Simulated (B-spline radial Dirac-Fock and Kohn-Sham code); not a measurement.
Core and valence levels of Li²⁺

System: the Li²⁺ ion in the configuration 1s1; nuclear rms radius 2.444 fm (A = 7).

The computed values come from a radial finite-basis atomic code: Dirac-Fock energy differences between relaxed states, corrected for Breit and QED terms. Correlation energy is missing from these numbers. Energies are counted from the vacuum level.

All terms are in eV, carry their sign (relaxation lowers the binding energy) and add up to the binding energy; ⟨r⟩ is the mean radius of the orbital in the initial state.

```
subshell  −ε (Koopmans)  relaxation  Gaunt  retardation   QED  binding energy  ⟨r⟩ (bohr)
       K          122.5        0.00   0.00         0.00  0.00           122.5       0.500
```

Going to the tabulated ground configuration of the next ion removes an electron from K (1s), computed at 122.5 eV. NIST lists 122.4544 eV as the ionisation energy of this species (theoretical), -0.01 eV from the computed value.
